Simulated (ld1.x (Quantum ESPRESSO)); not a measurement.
## gold, RRKJ: configuration errors across variants

Au (Z = 79), norm-conserving RRKJ (Kleinman–Bylander form), made with ld1.x (Quantum ESPRESSO) 7.5 (PBEsol, scalar-relativistic). Core [Xe] 4f14, reference 5d10 6s0.75 6p0.25. Waves: 6p (bound): rc 3.40 bohr; 5d (bound): rc 1.70 bohr; 6s (bound): rc 2.40 bohr. Local part: the s channel. Core correction: a·sin(br)/r model core inside 0.85 bohr.

All-electron excitation energies from the reference (eV): (1) 5d10 6s1 6p0 -1.286; (2) 5d10 6s0 6p0 8.153; (3) 5d9 6s0 6p0 29.391; (4) 5d10 6s0 6p1 4.055; (5) 5d9 6s1 6p1 6.274; (6) 5d8 6s0 6p0 63.298; (7) 5d7 6s0 6p0 111.039.

4 further variants failed, have other tests or another functional or relativity, and are left out.

Errors AE − PS in meV (a dash: test not solved or not reliable):

```tsv
change	(1)	(2)	(3)	(4)	(5)	(6)	(7)	bound ghosts
base	+0.1	-13	-70	-4.3	-82	-362	-1008	none
wave 5d (bound): rc 1.70 bohr becomes 5d (bound): rc 1.14 bohr	0.0	-13	-70	-4.3	-83	-364	-1017	none
wave 6s (bound): rc 2.40 bohr becomes 6s (bound): rc 2.66 bohr	+0.1	-11	-73	-3.9	-74	-372	-1033	none
core correction a·sin(br)/r model core inside 1.96 bohr	+0.1	-12	-73	-4.1	-74	-347	-917	none
wave 6p (bound): rc 3.40 bohr becomes 6p (bound): rc 2.12 bohr	0.0	-13	-74	-4.1	-63	-371	-1023	none
type PAW; waves now 6s (bound): rcut 2.10, rcutus 2.40 bohr; 6s channel at 2.7 Ry: rcut 2.10, rcutus 2.40 bohr; 6p (bound): rcut 2.95, rcutus 3.40 bohr; 6p channel at 1.7 Ry: rcut 2.95, rcutus 3.40 bohr; 5d (bound): rcut 1.50, rcutus 1.70 bohr; 5d channel at 0.4 Ry: rcut 1.50, rcutus 1.70 bohr; local potential all-electron potential smoothed inside 2.55 bohr (lloc = -1); augmentation PSQ, inside the norm-conserving radii	+0.3	-4.7	-36	-1.6	-21	-203	-624	none
wave 6s (bound): rc 2.40 bohr becomes 6s (bound): rc 2.82 bohr	+0.1	-9.6	-77	-4.0	-69	-386	-1067	none
type ultrasoft; waves now 6s (bound): rcut 2.10, rcutus 2.40 bohr; 6s channel at 4.4 Ry: rcut 2.10, rcutus 2.40 bohr; 6p (bound): rcut 2.95, rcutus 3.40 bohr; 6p channel at 2.05 Ry: rcut 2.95, rcutus 3.40 bohr; 5d (bound): rcut 1.50, rcutus 1.70 bohr; 5d channel at -0.2 Ry: rcut 1.50, rcutus 1.70 bohr; local potential all-electron potential smoothed inside 3.35 bohr (lloc = -1); augmentation PSQ, inside the norm-conserving radii	+0.4	-7.5	-39	-0.6	-45	-222	-688	none
```

Give the same row for: all radii but the core radius scaled by about 1.27 (s 3.06, p 4.34, d 2.16 bohr).

+0.5, -6.3, -103, -0.8, -19, -430, -1078; bound ghosts: none.
